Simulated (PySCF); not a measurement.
Se(Cl)4 cation (Cl4Se), SMILES Cl[Se](Cl)(Cl)Cl (connectivity only; charge and spin as stated), charge +1, multiplicity 2.

Geometry optimised at PBE0-D3(BJ)/def2-SVP. The multiplicity is an assumed one; other spin states were not compared. The isomer is the one that the SMILES or the coordinates give; other isomers of the formula were not compared.

Level of theory: CAM-B3LYP/def2-TZVP run with PySCF.

```yaml
total_energy: -4242.20436 hartree
point_group: C2v
"α spin, highest occupied and lowest empty level": -14.97 and -7.82 eV
"β spin, highest occupied and lowest empty level": -16.17 and -10.03 eV
dipole_moment_about_the_centre_of_nuclear_charge: 0.092 e·Å
mean_static_polarisability: 84.0 bohr³ (12.45 Å³)
polarisability_principal_values: 67.2, 75.7, 109.2 bohr³
"⟨S²⟩": 0.776 (pure state 0.75)
```
